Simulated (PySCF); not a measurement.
Ionisation energy of Ga by level of theory

Ga [Ar] 3d10 4s2 4p1 (2P) → Ga⁺ [Ar] 3d10 4s2 (1S), as a difference of total energies. Calculation: PySCF 2.14, in cc-pVTZ-DK; scalar relativity by spin-free X2C-1e. Correlated levels: valence: [Ar] 3d10 frozen. The calculations carry no spin-orbit coupling.

| method | ionisation energy (eV) |
| --- | --- |
| UHF | 5.519 |
| PBE0 | 5.988 |
| MP2 (valence) | 5.721 |
| CCSD (valence) | 5.781 |
| CCSD(T) (valence) | 5.804 |

Q: Estimate what M06-2X gives.

A: 5.823 eV, closest to CCSD(T) (valence) among the rows shown.

Q: Estimate what SCS-MP2 (valence) gives.

A: 5.704 eV, closest to MP2 (valence) among the rows shown.

Errors of the correlated levels include the incompleteness of this basis and the frozen core.

For comparison: 5.931 eV (measured; NIST levels, between the centres of gravity of the two terms).
